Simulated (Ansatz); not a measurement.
BiI3, triplet, geometry from GFN2-xTB (such geometries of metal compounds can be far from the true shape) (a higher spin typed on purpose: for a closed-shell molecule this is an excited state) (core potentials on Bi, I). Base run: PBE/def2-SV(P) (Ansatz, a first-principles code).

Ansatz was given this input:
Ansatz 0.2 input:
```yaml
crystal:
  periodic: [false, false, false]
  atoms:
    - {symbol: Bi, position_ang: [-0.19221900, -0.15333299, -0.01028998]}
    - {symbol: I, position_ang: [0.91037393, -2.89185738, 0.04799698]}
    - {symbol: I, position_ang: [2.00172748, 1.59677686, 0.10715770]}
    - {symbol: I, position_ang: [-2.61107920, 1.53520576, -0.13904017]}
basis:
  gaussian:
    orbitals: def2-SV_P_.json
hamiltonian:
  xc: pbe
magnetization: {spin_polarized: true, initial_magnetization: 2}
```
The basis file holds def2-SV(P) in the JSON format of the Basis Set Exchange.

The base run was repeated with changes; each row names its change, and settings that it needs were set with it.

```csv
change,basis functions,E (Eh)
base,104,-1107.80186
basis = x2c-SVPall; relativity = spin-free X2C; nucleus = Gaussian,170,-42877.41296
basis = x2c-SVPall; relativity = none,170,-37320.48872
basis = x2c-SVPall; relativity = spin-free X2C,170,-42882.61369
basis = jorge-DZP-DKH; relativity = none,207,-37285.21492
basis = jorge-DZP-DKH; relativity = spin-free X2C,207,-42683.01955
basis = jorge-DZP-DKH; relativity = spin-free X2C; nucleus = Gaussian,207,-42678.63455
```

Total energies compare only within one method and basis.

Ansatz warned in this series: the basis is contracted for relativity, which the run leaves out.

Basis sets contracted for a relativistic Hamiltonian are a mismatch without it, so the rows without relativity aren't non-relativistic limits. No row has spin-orbit coupling; sets with core potentials leave out the core electrons.
